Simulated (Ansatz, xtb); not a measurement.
**Isomers of C6H4N2 in order of energy**

3 gas-phase structures of C6H4N2, from a drawn sample of its isomers (lower ones may exist). Each was relaxed with GFN2-xTB:

A. `N#Cc1ccncc1`, a singlet
B. `N#Cc1cccnc1`, a singlet
C. `N#Cc1ccccn1`, a singlet

Which do you expect lowest at r2SCAN-D4/def2-SVP//GFN2-xTB, and how would the others follow?

Calculated order at r2SCAN-D4/def2-SVP//GFN2-xTB: B (0.0), C (4.1), A (4.1) kJ/mol. Less than 1 kcal/mol parts B and C; C and A, so the order within those pairs means little.

Energies above the lowest of each column, in kJ/mol; the last columns are at r2SCAN-D4/def2-SVP geometries:

```csv
structure,GFN2-xTB,HF/STO-3G,r2SCAN-D4/def2-SVP//GFN2-xTB,r2SCAN-D4/def2-SVP,CCSD(T)/def2-SVP + ΔMP2/def2-TZVPP
B,0.0,0.0,0.0,0.0,0.0
C,6.9,1.1,4.1,4.3,4.0
A,3.2,1.8,4.1,4.1,2.7
```

Every level run on B puts it lowest or level with the lowest. CCSD(T)/def2-SVP + ΔMP2/def2-TZVPP orders those it was run on as B (0.0), A (2.7), C (4.0) kJ/mol. Less than 1 kcal/mol parts B and A; A and C, so the order within those pairs means little. ΔMP2 is the change of the MP2 energy from the smaller to the larger basis.

Programs: Ansatz 0.2.0, xtb 6.7.1.
